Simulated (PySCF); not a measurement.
## Radial density of Be (beryllium, neutral)

UHF, [He] 2s1 3d1, 2s spin antiparallel (an excited configuration). Computed with PySCF 2.14 in dyall-av2z, with the non-relativistic Hamiltonian (point nucleus).

```
r (bohr)  4πr²ρ (e/bohr)  4πr²(ρα − ρβ)
 0.00566         0.01345        -0.0004
 0.00952         0.03702        -0.0010
  0.0160         0.09921        -0.0027
  0.0269          0.2577        -0.0070
  0.0453          0.6297        -0.0170
  0.0762           1.398        -0.0372
   0.128           2.634        -0.0676
   0.216           3.807        -0.0861
   0.362           3.573        -0.0475
   0.610           1.671         0.0056
    1.03          0.4196        -0.1605
    1.72          0.4764        -0.4474
    2.90          0.3913        -0.1642
    4.88          0.3181         0.2706
    8.21         0.01632         0.0161
```

The outer electron is Rydberg-like, and this basis confines it to a smaller radius and binds it less than a complete one would. With the s spin flipped the determinant is a mixture of two multiplicities, not a spectroscopic state. At UHF the highest occupied level has a positive energy, so only the finite basis holds that electron; for this excited configuration the basis is too tight for the outer shell.
